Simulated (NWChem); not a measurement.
System: C₄H₅ cation

Here is an NWChem input.

```
start job
memory heap 200 mb stack 900 mb global 1100 mb
charge 1
geometry units angstroms noautoz
  C     -0.197292    -1.859660     0.000000
  C      0.160186    -0.621356     0.000000
  C      0.560281     0.700087     0.000000
  C     -0.393081     1.700059     0.000000
  H     -0.356730    -2.416183    -0.948613
  H     -0.356730    -2.416183     0.948613
  H      1.640953     0.935415     0.000000
  H     -1.471568     1.464676     0.000000
  H     -0.093801     2.763083     0.000000
end
basis spherical
  C library aug-cc-pvdz
  H library aug-cc-pvdz
end
dft
  xc pbe0
  iterations 150
  mulliken
end
task dft energy
```

All runs use the structure optimised with PBE-D3(BJ)/def2-SVP.

**Question.** What results follow from this input? (PBE0/aug-cc-pVDZ.) Quantities: basis functions; energy (Ha); highest occupied level (eV); orbital gap (eV).

**Answer.** 
```yaml
number_of_basis_functions: 137
energy (Ha): -154.87
highest occupied level (eV): -14.43
orbital gap (eV): 4.93
```
